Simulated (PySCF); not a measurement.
CH4MgOSe, SMILES C[O][Mg][SeH]. Atoms are numbered in the order given.

```xyz
8

Mg     0.1723    -0.4120    -0.4646
O      0.6284    -1.5588    -1.7328
C      0.9840    -2.4522    -2.7243
H      0.6473    -2.1166    -3.7264
H      2.0828    -2.5908    -2.7840
H      0.5426    -3.4558    -2.5566
Se    -0.4357     1.1781     1.2671
H     -1.4576     0.2342     1.7696
```
Charge 0, spin multiplicity 1.

The structure is a stationary point at B3LYP-D3(BJ)/def2-SVP. The structure was generated by enumeration; whether it is a known compound was not checked. The values are those of a single conformer.

Two levels are set side by side: PBE/pcSseg-1 (PySCF) and B3LYP/pcSseg-1 (PySCF). GIAO shifts against H2O (¹⁷O), Me2Se (⁷⁷Se), TMS (¹H), TMS (¹³C) at the same level; non-relativistic, no solvent, atoms listed together averaged. Differences are taken from unrounded values.

```
quantity                    B3LYP
-------------------------  ------
δ(¹⁷O) of O2 (ppm)          -22.3
δ(¹³C) of C3 (ppm)           60.1
δ(¹H) of H4, H5, H6 (ppm)    4.42
δ(⁷⁷Se) of Se7 (ppm)       -841.5
δ(¹H) of H8 (ppm)           -1.42
```

### Question
What does PBE give, and how far is it from B3LYP? (The exact figures need the calculation; the answer reports its results.)

### Answer

```tsv
quantity	PBE	PBE minus B3LYP
δ(¹⁷O) of O2 (ppm)	-14.6	7.6
δ(¹³C) of C3 (ppm)	61.5	1.4
δ(¹H) of H4, H5, H6 (ppm)	4.59	0.17
δ(⁷⁷Se) of Se7 (ppm)	-857.8	-16.3
δ(¹H) of H8 (ppm)	-1.36	0.06
```

Rough cost on one machine, each run with all the roots and properties that it gave: B3LYP against PBE within a factor of 2.
